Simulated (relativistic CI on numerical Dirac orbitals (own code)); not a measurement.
**Slater and spin-orbit integrals, Pm XXXVI**

These numbers are calculated, not measured: Dirac-Coulomb-Breit CI, orbitals from a KLI potential per configuration, model QED, unscaled Slater integrals (own radial code, finite nucleus).

Slater integrals F^k, G^k are unscaled and averaged over j, outside the closed core [Ne]; ζ comes from projecting the Hamiltonian with its Breit term on Σ l·s of the shell.

- 3s2.3p6.3d8: F^2(3d,3d) = 453040, F^4(3d,3d) = 291760, ζ(3d) = 83920 cm⁻¹; <r>(3d) = 0.224, <r^2>(3d) = 0.05846 (bohr units).
- 3s2.3p5.3d9: ζ(3p) = 649750, F^2(3p,3d) = 398650, G^1(3p,3d) = 434370, G^3(3p,3d) = 286900, ζ(3d) = 83052 cm⁻¹; <r>(3p) = 0.2486, <r^2>(3p) = 0.07148, <r>(3d) = 0.2244, <r^2>(3d) = 0.05867 (bohr units).
- 3s2.3p4.3d10: F^2(3p,3p) = 397180, ζ(3p) = 649290 cm⁻¹; <r>(3p) = 0.2488, <r^2>(3p) = 0.07163 (bohr units).

Problem. Give the Racah parameters of the d shell in 3s2.3p6.3d8.

Solution. B = F²/49 − 5F⁴/441 = 5938 cm⁻¹ and C = 35F⁴/441 = 23156 cm⁻¹.

Averages of the first 10 configurations, taken without configuration mixing, which lowers the lowest level and can move excited configurations by several eV; other configurations of the list can lie among them:

| Configuration | Parity | States | Average energy above the lowest level (eV) |
| --- | --- | --- | --- |
| 3s2.3p6.3d8 | even | 45 | 26.1 |
| 3s2.3p5.3d9 | odd | 60 | 365.5 |
| 3s2.3p4.3d10 | even | 15 | 711.1 |
| 3s.3p6.3d9 | even | 20 | 619.3 |
| 3p6.3d10 | even | 1 | 1220.9 |
| 3s.3p5.3d10 | odd | 12 | 957.3 |
| 3s2.3p6.3d7.4s | even | 240 | 1004.6 |
| 3s2.3p6.3d7.4p | odd | 720 | 1098.3 |
| 3s2.3p6.3d7.4d | even | 1200 | 1221.3 |
| 3s2.3p4.3d9.4s | even | 300 | 1675.4 |
